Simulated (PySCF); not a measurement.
A PySCF script (with the pyscf-properties extension) for the NMR shieldings of SMILES FB(F)C1CC[SiH2]CC1, C₅H₁₁BF₂Si, on a GFN2-xTB geometry:

```python
import basis_set_exchange as bse
import numpy as np
from pyscf import gto, dft
from pyscf.prop import nmr

atoms = """
F    -2.961477    1.059288    1.413579
B    -2.561979    0.243794    0.458020
F    -3.526431   -0.530661   -0.003390
C    -1.075112    0.167976   -0.088300
C    -0.176962    1.269876    0.496357
C     1.151929    1.408469   -0.243398
Si    2.105594   -0.234269   -0.228916
C     0.766702   -1.520557   -0.633596
C    -0.505341   -1.246387    0.164991
H    -1.105705    0.299464   -1.178376
H    -0.718178    2.219384    0.455673
H     0.009389    1.051119    1.549972
H     0.953805    1.720036   -1.270716
H     1.732555    2.209287    0.214790
H     3.171974   -0.244656   -1.235196
H     2.664172   -0.490841    1.105493
H     1.109921   -2.532257   -0.415830
H     0.527723   -1.497293   -1.698319
H    -1.267807   -1.984954   -0.098303
H    -0.299921   -1.356141    1.232428
"""
names = dict.fromkeys(["F", "B", "C", "Si", "H"], "pcSseg-1")
basis = {el: gto.basis.parse(bse.get_basis(n, elements=[el], fmt="nwchem")) for el, n in names.items()}
mol = gto.M(atom=atoms, basis=basis, charge=0, verbose=0)
mf = dft.RKS(mol, xc="PBE0")
mf.grids.level = 2
mf.grids.alignment = dft.numint.BLKSIZE   # the property module wants whole blocks of grid points
mf.conv_tol = 1e-9
mf.kernel()

calc = nmr.RKS(mf)   # GIAO
C = mf.mo_coeff
Co = C[:, mf.mo_occ > 0]
resp = mf.gen_response(singlet=True, hermi=2)
def vind(x):   # induced exchange potential for any number of trial vectors
    d = np.einsum("pi,xij,qj->xpq", C, 2 * x.reshape(-1, C.shape[1], Co.shape[1]), Co, optimize=True)
    return np.einsum("xpq,pi,qj->xij", resp(d - d.transpose(0, 2, 1)), C, Co, optimize=True).ravel()
mo1, _ = nmr.rhf.solve_mo1(calc, with_cphf=vind)
sigma = calc.kernel(mo1)
for i, s in enumerate(sigma):   # ppm
    w = np.linalg.eigvalsh((s + s.T) / 2)
    print("%2d %-2s iso %8.1f  s11 %8.1f  s22 %8.1f  s33 %8.1f" % (i, mol.atom_pure_symbol(i), w.mean(), *w))
```

Q: What does it print?

A: 
```
 0 F  iso    244.2  s11     64.8  s22    288.9  s33    378.9
 1 B  iso     71.9  s11     44.2  s22     79.0  s33     92.5
 2 F  iso    245.6  s11     70.4  s22    295.0  s33    371.4
 3 C  iso    156.0  s11    147.1  s22    156.8  s33    164.1
 4 C  iso    157.6  s11    151.3  s22    155.3  s33    166.1
 5 C  iso    175.6  s11    157.7  s22    181.3  s33    187.9
 6 Si iso    398.6  s11    378.0  s22    394.5  s33    423.1
 7 C  iso    174.2  s11    154.8  s22    180.4  s33    187.4
 8 C  iso    156.8  s11    145.6  s22    156.3  s33    168.5
 9 H  iso     30.9  s11     28.4  s22     29.8  s33     34.6
10 H  iso     29.4  s11     22.9  s22     29.6  s33     35.8
11 H  iso     30.4  s11     26.6  s22     29.6  s33     35.0
12 H  iso     31.0  s11     27.1  s22     28.8  s33     37.2
13 H  iso     30.7  s11     25.6  s22     27.9  s33     38.6
14 H  iso     27.6  s11     24.5  s22     24.7  s33     33.6
15 H  iso     27.6  s11     24.5  s22     25.2  s33     33.0
16 H  iso     30.7  s11     25.6  s22     27.8  s33     38.5
17 H  iso     30.9  s11     27.0  s22     28.9  s33     36.9
18 H  iso     29.4  s11     22.9  s22     29.5  s33     35.7
19 H  iso     30.5  s11     26.8  s22     29.6  s33     35.1
```

These numbers come from an equivalent density-fitted implementation of the same equations, which agrees with the script to about 0.01 ppm for H and up to a few tenths of a ppm for heavy atoms, so last digits may differ.

Size and cost of the density-fitted run: 215 basis functions, 77 s wall time on 1 thread of an Arm Neoverse N1, shared host; peak memory 0.96 GiB.
